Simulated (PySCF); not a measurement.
From one molecule to another.

First species: C3H10N2SSi2.
InChI=1S/C3H10N2SSi2/c1-6-8(7-5)3-2-4/h8H,3,5,7H2,1H3/t8-/m1/s1

Second species: C8H12.
Geometry (GFN2-xTB, Å), atoms numbered from 1 in this order:
```
atom  x, y, z in Å
C1     3.9994   -0.2298    0.5553
C2     2.8953   -0.1676   -0.1819
C3     1.5600   -0.1548    0.3679
C4     0.4545   -0.0772   -0.3738
C5    -0.9275   -0.0363    0.1623
C6    -1.7743    1.1930   -0.2489
C7    -2.9126    0.2600   -0.6828
C8    -1.9690   -0.9416   -0.5344
H9     3.9564   -0.2780    1.6313
H10    4.9814   -0.2347    0.1144
H11    2.9658   -0.1186   -1.2613
H12    1.4847   -0.2091    1.4467
H13    0.5377   -0.0202   -1.4525
H14   -0.9175   -0.1799    1.2440
H15   -1.3312    1.7416   -1.0779
H16   -2.0050    1.8911    0.5526
H17   -3.3101    0.4296   -1.6814
H18   -3.7397    0.2418    0.0240
H19   -1.6141   -1.3266   -1.4885
H20   -2.3394   -1.7720    0.0624
```

Levels: PBE0/pcSseg-1 for dipole moment, HOMO energy, LUMO energy and HOMO–LUMO gap; GFN2-xTB for rotational constant A and rotational constant C. Geometries: GFN2-xTB. Each species is one conformer at its optimised geometry, gas phase, non-relativistic unless stated; the electronic structure was computed with PySCF and density fitting.

The conformers computed, where there is a choice (atom-mapped SMILES and torsion angles):
- `[CH3:1][S:2][Si@@H:3]([CH2:4][C:5]#[N:6])[SiH2:7][NH2:8]`: C1–S2–Si3–C4 180°, S2–Si3–C4–C5 -178°, S2–Si3–Si7–N8 -137°, H–N8–Si7–Si3 177°, H–N8–Si7–Si3 -40°
- `[CH2:1]=[CH:2]/[CH:3]=[CH:4]/[CH:5]1[CH2:6][CH2:7][CH2:8]1`: C1–C2–C3–C4 179°, C3–C4–C5–C6 123°

(1) Which of the two has the higher HOMO energy, and by how much?

(2) Which has the higher rotational constant A?

(3) Which has the higher dipole moment?

(4) Which of the two has the higher rotational constant C, and by how much?

(5) Which of the two has the higher HOMO–LUMO gap, and by how much?

(6) Which of the two has the higher LUMO energy, and by how much?

Results:

(1) The second: -6.43 eV against -6.95 eV, a difference of 0.52 eV.

(2) The second: 8.197 GHz against 1.610 GHz, a difference of 6.587 GHz.

(3) The first: 2.79 D against 0.60 D, a difference of 2.19 D.

(4) The second: 0.761 GHz against 0.572 GHz, a difference of 0.189 GHz.

(5) The first: 5.92 eV against 5.80 eV, a difference of 0.12 eV.

(6) The second: -0.63 eV against -1.03 eV, a difference of 0.40 eV.

On the first: In atomic units the dipole is 1.10 e·bohr (1 au = 2.5417 D).

On the second: The dipole equals about 2.0 × 10⁻³⁰ C·m (1 D = 3.33564 × 10⁻³⁰ C·m).
